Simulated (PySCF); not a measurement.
C2H6SZn, charge +1, multiplicity 2. Atoms are numbered in the order given.

```xyz
10

Zn     0.2253     0.0783     0.2085
C      0.8553    -1.7534    -0.5148
C      0.4893    -1.9384    -1.9502
H      0.3689    -2.4293     0.2053
H      1.9277    -1.6009    -0.2962
H      0.9363    -1.1924    -2.6245
H     -0.5959    -2.0070    -2.1208
H      0.9056    -2.9231    -2.2693
S     -1.0762     1.7859     0.8438
H     -1.1501     1.3796     2.1400
```
Charge +1, spin multiplicity 2.

Geometry optimised at B3LYP-D3(BJ)/def2-SVP. The spin state was assumed, not searched. The isomer is the one that the SMILES or the coordinates give; other isomers of the formula were not compared. Other conformers were not sampled.

The numbers are results of C-PCM-M06-2X/def2-SVP in PySCF 2.14.0, not measurements.

The values are the electrostatic part of the solvation free energy, E(continuum) − E(gas) at the gas-phase geometry, in a cavity of scaled van der Waals radii (PySCF's table); cavitation and dispersion terms are not included. A continuum can't describe solvent molecules that bind to the metal.

Computed values in water (ε = 78.36), methanol (ε = 32.61), ethanol (ε = 24.85):
```json
[
 {"solvent": "water", "ε": "78.36", "ΔG(elec) (kcal/mol)": "-84.7"},
 {"solvent": "methanol", "ε": "32.61", "ΔG(elec) (kcal/mol)": "-82.9"},
 {"solvent": "ethanol", "ε": "24.85", "ΔG(elec) (kcal/mol)": "-82.0"}
]
```
